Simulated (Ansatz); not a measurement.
Molecule: sum formula SnH2Cl2 (charge 0, singlet). SMILES: [Cl][SnH2][Cl]
Geometry: optimised at B3LYP-D3(BJ)/def2-TZVP (Ansatz, an electronic-structure program).

Parts of the frozen-core correlation energy in def2-QZVPP (Ansatz, hartree). Frozen orbitals: 19; correlated occupied orbitals by spin: 10 and 10; virtual: 253 and 253. No spin-orbit coupling. In def2 rows, elements after Kr have scalar-relativistic effective core potentials.

| term | value |
|---|---|
| reference (HF) | -1133.65445 |
| MP2 opposite-spin | -0.41304 |
| MP2 same-spin | -0.11831 |
| CCSD correlation | -0.57329 |
| (T) | -0.02538 |
| T1 diagnostic | 0.008 |
| largest doubles amplitude | 0.027 |
